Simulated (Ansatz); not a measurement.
Al2H4Se (`[AlH2][AlH][SeH]`), relaxed with RKS PBE0-D4/def2-TZVP in Ansatz 0.2.0 from a PBE-D4/def2-SVP geometry. The force threshold is 0.005 eV/Å; the program also tests the step.

Charge 0, multiplicity 1.

Start:

```xyz
7

Al    0.537    1.248   -1.323
Al   -0.512   -0.066    0.654
Se    0.377   -2.223    0.886
H     1.700    0.568   -2.200
H     0.059    2.724   -1.749
H    -1.663    0.331    1.700
H    -0.498   -2.582    2.033
```

**Question.** By how much does the energy fall, and how many steps does the optimiser take? (Estimate.)

**Answer.** Ansatz gave: 3.36 kJ/mol, in 31 steps, 1 of them rejected.

**Question.** Which bonds change most? (Estimate.)

**Answer.** The calculation gave: Se3–H7 from 1.486 to 1.469 Å; Al1–H5 from 1.609 to 1.593 Å; Al1–H4 from 1.608 to 1.593 Å; Al2–H6 from 1.606 to 1.591 Å.

**Question.** Give the relaxed structure. (Best estimate.)

**Answer.** Ansatz gave: 
```xyz
7

Al    0.560    1.243   -1.327
Al   -0.275   -0.080    0.729
Se   -0.324   -2.403    0.544
H     2.101    1.597   -1.520
H    -0.445    1.742   -2.458
H    -0.769    0.496    2.127
H    -0.848   -2.593    1.903
```
